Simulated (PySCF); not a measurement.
# [Sm(H2O)2]2+ at several levels of theory

Computed with PySCF 2.14.0 (density fitting, no spin-orbit coupling) at the geometry relaxed with PBE0:

```xyz
7
[Sm(H2O)2]2+ (singlet in the valence; each metal's 4f electrons, 6 of them, lie in its core potential, out of spins and levels)
Sm    0.0000    0.0000    0.0000
O     0.0000    0.0000    2.4963
H     0.5400    0.5400    3.1012
H    -0.5400   -0.5400    3.1012
O     0.0000    0.0000   -2.4963
H     0.5400   -0.5400   -3.1012
H    -0.5400    0.5400   -3.1012
```

```csv
level,basis,state,HOMO (eV),gap (eV),charge on Sm1 (e),population of f-type functions on Sm1 (polarisation alone where 4f lies in the core),dipole about the centre of mass (D),largest force component (eV/Å)
PBE0,"Sm lcecp-0-SVP with ECP52, O def2-SVP, H def2-SVP",singlet,–,–,1.59,0.01,0.00,0.00
HF,the same,singlet,–,–,1.72,0.01,0.00,1.47
PBE0,"Sm lcecp-0-TZVP with ECP52, O def2-TZVP, H def2-TZVP",singlet,–,–,1.79,0.02,0.00,0.38
```

In the lcecp rows the 4f levels are missing from HOMO and gap, and the state counts the valence alone.

Charges are Mulliken's, which hang on the basis. The relaxation used the grid (50, 194), these runs (75, 302) or, all-electron (x2c bases, spin-free X2C Hamiltonian), (99, 590).

**Question.** What does CAM-B3LYP with Sm lcecp-0-SVP with ECP52, O def2-SVP, H def2-SVP give here?

**Answer.** state singlet, charge on Sm1 (e) 1.58, population of f-type functions on Sm1 (polarisation alone where 4f lies in the core) 0.01, dipole about the centre of mass (D) 0.00, largest force component (eV/Å) 0.13. Time: 3.3 s on 2 threads of Arm Neoverse V2 (shared host), from an already converged density.

A frequency check found unstable modes (2, the lowest at -24 cm⁻¹), so the relaxed geometry is a saddle point, or these are noise. An lcecp potential fixes the number of 4f electrons, so in runs with it no electron can move into or out of that shell.
